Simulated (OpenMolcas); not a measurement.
# What dynamic correlation does to the levels of O3+

| Property | Result |
| --- | --- |
| Program | OpenMolcas |
| Basis | ANO-L-VTZP [4s3p2d1f] |
| Scalar Hamiltonian | non-relativistic, point nucleus |
| Active space | 3 electrons in 4 orbitals (2s 2p) |
| State averaging | 2S+1 = 4 odd, 1 root; 2S+1 = 2 odd, 11 roots; 2S+1 = 4 even, 3 roots; 2S+1 = 2 even, 9 roots |
| Spin-orbit coupling | state interaction with AMFI integrals over the reference wave functions, term energies averaged over their components |

Methods on the same reference wave functions:
A. CASSCF
B. SS-CASPT2, IPEA 0.25 Eh, imaginary shift 0.1 Eh (closed shells correlated: 1s)
C. MS-CASPT2, IPEA 0.25 Eh, imaginary shift 0.1 Eh (closed shells correlated: 1s)

Energies in cm-1 above 2s2 2p 2P* 1/2, the measured ground level; measured values from Moore, Selected Tables of Atomic Spectra, NSRDS-NBS 3, section 10.

```json
{"Level": "2s2 2p 2P* 1/2", "A": "0.0", "B": "0.0", "C": "0.0", "Measured": "0.0"}
{"Level": "2s2 2p 2P* 3/2", "A": "356", "B": "356", "C": "357", "Measured": "386"}
{"Level": "2s 2p2 4P 1/2", "A": "64937", "B": "69360", "C": "69380", "Measured": "71440"}
{"Level": "2s 2p2 4P 3/2", "A": "65067", "B": "69490", "C": "69510", "Measured": "71570"}
{"Level": "2s 2p2 4P 5/2", "A": "65282", "B": "69700", "C": "69720", "Measured": "71756"}
{"Level": "2s 2p2 2D 3/2", "A": "132222", "B": "127200", "C": "127220", "Measured": "126950"}
{"Level": "2s 2p2 2D 5/2", "A": "132223", "B": "127200", "C": "127220", "Measured": "126936"}
{"Level": "2s 2p2 2S 1/2", "A": "168708", "B": "165610", "C": "165630", "Measured": "164366"}
{"Level": "2s 2p2 2P 1/2", "A": "191191", "B": "182890", "C": "182910", "Measured": "180481"}
{"Level": "2s 2p2 2P 3/2", "A": "191440", "B": "183140", "C": "183160", "Measured": "180724"}
{"Level": "2p3 4S* 3/2", "A": "227738", "B": "229960", "C": "229980", "Measured": "231538"}
{"Level": "2p3 2D* 3/2", "A": "264249", "B": "255930", "C": "255950", "Measured": "255185"}
{"Level": "2p3 2D* 5/2", "A": "264251", "B": "255930", "C": "255950", "Measured": "255156"}
{"Level": "2p3 2P* 1/2", "A": "300614", "B": "291070", "C": "291110", "Measured": "289015"}
{"Level": "2p3 2P* 3/2", "A": "300632", "B": "291090", "C": "291120", "Measured": "289024"}
```

Deviations, from unrounded energies. A percentage is the sum of absolute deviations over the sum of measured energies, with the sign that they share, or ± where signs differ.

```
                  Against measurement  Levels     A     B     C
       mean absolute deviation (cm-1)      14  7200  1400  1400
fine structure of the ground term (%)       1  -7.7  -7.7  -7.4
             other configurations (%)      13  ±4.4  ±0.9  ±0.9
```

B, C lie about equally close to measurement and A furthest from it. The largest miss of B in the table is 2s 2p2 2P 3/2, by +2400 cm-1. The ranking rests on the paired levels alone, and a cruder setting can come out closer through cancelling errors.

Between B and C the level of the table that moves most is 2p3 2P* 1/2, by 38 cm-1 (lowest in B, highest in C). Moves below CASPT2's spread within the term are not significant.

The two smallest mean deviations differ by little beside CASPT2's spread within terms, so their order carries little weight.

The lowest spin-free term lies below A's lowest term by 0.037 hartree in B, 0.037 hartree in C.

CASPT2 breaks the degeneracy within a term, and the mean is taken; among the terms shown or strongly mixed into the levels shown the widest spread is 500 cm-1 (2p3 2D*, C). Measured partners are found by configuration, term and J. A level has none where our copy of the source lacks it or the pairing is in doubt (some pairs that miss far off the trend of their configuration count as doubtful), and it then counts in no deviation. Only configurations of the active space appear.

* marks odd parity.
